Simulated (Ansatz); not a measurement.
Abridged output of a molecular run in Ansatz:

```
Functional definition: HF
1227 factors; integrals over basis functions are off by at most 1.4e-3 eV
mean field evaluation 1: about -65963.7349 eV, gradient 2.9e1 eV
mean field evaluation 2: about -65963.8022 eV, gradient 2.9e1 eV
mean field evaluation 4: about -65966.4357 eV, gradient 3.5e0 eV
mean field evaluation 8: about -65966.4814 eV, gradient 5.5e-4 eV
mean field -65966.48143248 eV, -2424.2234789565 hartree, gradient 4.8e-6 eV, S^2 0.000000; 0 other end points of the search recorded, 0 dependent functions left out
17 core orbitals not correlated: weight in the atoms' cores, before any rotation towards them, 1.000 or more for the frozen orbitals, at most 0.000 for the correlated occupied ones
reference -65966.48143248 eV, -2424.2234789565 hartree; 18, 18 occupied and 87, 87 virtual orbitals, 1227 factors
second order -19.19253575 eV of doubles, -0.00000000 eV of singles
cycle   1  -19.55295759 eV  change   -3.6e-1 eV  update   1.2e-1
cycle   2  -20.20981386 eV  change   -6.6e-1 eV  update   3.7e-2
cycle   3  -20.33674056 eV  change   -1.3e-1 eV  update   2.1e-2
cycle   4  -20.32696488 eV  change    9.8e-3 eV  update   6.7e-3
cycle   5  -20.32566532 eV  change    1.3e-3 eV  update   3.2e-3
cycle   6  -20.32505112 eV  change    6.1e-4 eV  update   1.2e-3
cycle   7  -20.32462338 eV  change    4.3e-4 eV  update   4.0e-4
cycle   8  -20.32472367 eV  change   -1.0e-4 eV  update   1.6e-4
cycle   9  -20.32474657 eV  change   -2.3e-5 eV  update   5.0e-5
cycle  10  -20.32472721 eV  change    1.9e-5 eV  update   2.2e-5
perturbative correction -0.74735450 eV, -0.0274647713 hartree
Total energy: -65987.55351419 eV, -2424.9978636763 hartree
```

Its atoms:

Cartesian coordinates in Å:
```
C -1.718 1.561 -0.099
Ga -0.944 -0.094 0.640
B 0.996 -0.667 0.280
C 2.052 -1.423 -0.558
S 2.627 -0.480 0.908
H -0.984 2.183 -0.612
H -2.184 2.145 0.698
H -2.510 1.302 -0.808
H -1.872 -0.999 1.539
H 2.152 -2.502 -0.474
H 2.385 -1.027 -1.514
```

Task: Which basis set was used?
A. def2-SVP
B. def2-QZVPP
C. def2-TZVPPD
D. def2-TZVPP

Result: A. It gives 122 functions.

Task: Write the keys of the input that set method, charge and spin (a neutral closed shell needs none for the last two).

Result: 
```yaml
correlation: {method: ccsd_t}
```
